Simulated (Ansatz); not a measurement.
Coupled-cluster run, `CS[SiH](N)[SiH3]`.

```yaml
crystal:
  periodic: [false, false, false]
  atoms:
    - {symbol: C, position_ang: [-2.074895, 0.264075, 0.774260]}
    - {symbol: S, position_ang: [-0.708091, -0.091633, 1.915563]}
    - {symbol: Si, position_ang: [0.850673, -0.520290, 0.531095]}
    - {symbol: N, position_ang: [0.386912, -1.808222, -0.505984]}
    - {symbol: Si, position_ang: [1.349602, 1.319456, -0.832132]}
    - {symbol: H, position_ang: [-2.128443, -0.496189, -0.004162]}
    - {symbol: H, position_ang: [-2.993090, 0.243120, 1.360357]}
    - {symbol: H, position_ang: [-1.961480, 1.249438, 0.323650]}
    - {symbol: H, position_ang: [1.991310, -0.805412, 1.450159]}
    - {symbol: H, position_ang: [0.148434, -2.713639, -0.133464]}
    - {symbol: H, position_ang: [0.747081, -1.870620, -1.443785]}
    - {symbol: H, position_ang: [2.083034, 2.345224, -0.044285]}
    - {symbol: H, position_ang: [0.102811, 1.933131, -1.366316]}
    - {symbol: H, position_ang: [2.193242, 0.922260, -1.996059]}
basis:
  gaussian: {orbitals: def2-TZVPP}
correlation: {method: ccsd_t}
```

```sh
$ ansatz run in.yaml --threads 2 --pin off --events-out ev --progress --plain --max-ram 22528MiB --backend cuda --devices 0, --max-vram 18GiB
```

Log, shortened:

```
Functional definition: HF
1790 factors; integrals over basis functions are off by at most 1.2e-3 eV
mean field evaluation 1: about -29195.6918 eV, gradient 3.9e1 eV
mean field evaluation 2: about -29196.0127 eV, gradient 3.9e1 eV
mean field evaluation 4: about -29199.9465 eV, gradient 4.3e0 eV
mean field evaluation 8: about -29200.0305 eV, gradient 2.4e-1 eV
mean field -29200.03089564 eV, -1073.0813429230 hartree, gradient 6.3e-6 eV, S^2 0.000000; 0 other end points of the search recorded, 0 dependent functions left out
17 core orbitals not correlated: weight in the atoms' cores, before any rotation towards them, 1.000 or more for the frozen orbitals, at most 0.000 for the correlated occupied ones
reference -29200.03089564 eV, -1073.0813429230 hartree; 16, 16 occupied and 281, 281 virtual orbitals, 1790 factors
second order -22.36067395 eV of doubles, -0.00000000 eV of singles
cycle   1  -23.54604223 eV  change    -1.2e0 eV  update   1.1e-1
cycle   2  -24.19278291 eV  change   -6.5e-1 eV  update   3.2e-2
cycle   3  -24.28671215 eV  change   -9.4e-2 eV  update   1.4e-2
cycle   4  -24.27757053 eV  change    9.1e-3 eV  update   3.6e-3
cycle   5  -24.27689301 eV  change    6.8e-4 eV  update   1.6e-3
cycle   6  -24.27672560 eV  change    1.7e-4 eV  update   4.5e-4
cycle   7  -24.27653984 eV  change    1.9e-4 eV  update   1.7e-4
cycle   8  -24.27656168 eV  change   -2.2e-5 eV  update   6.2e-5
cycle   9  -24.27657373 eV  change   -1.2e-5 eV  update   2.3e-5
perturbative correction -0.98937997 eV, -0.0363590432 hartree
Total energy: -29225.29684934 eV, -1074.0098495957 hartree
```

It took 7.5 s on 2 threads of an AMD EPYC 7R13 on a shared host and a share of an NVIDIA H100 80 GB, with 0.85 GiB of host memory at the peak.

Correlation energy per correlated electron: -0.790 eV. T1 diagnostic: 0.0117.
